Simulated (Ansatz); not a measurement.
`[NH2][GeH]([Cl])[Cl]`, charge 0, multiplicity 1.

Task: Give a relaxed structure at PBE0-D4/def2-TZVP (Ansatz 0.2.0). (An estimate is asked.)

Result: The calculation gave: 
```xyz
7

N     0.277   -0.946   -0.664
Ge   -0.141    0.502    0.338
Cl   -2.215    0.307    0.819
Cl    1.055    0.363    2.105
H    -0.291   -1.084   -1.487
H     1.257   -1.054   -0.883
H     0.058    1.912   -0.229
```
Point group Cs.
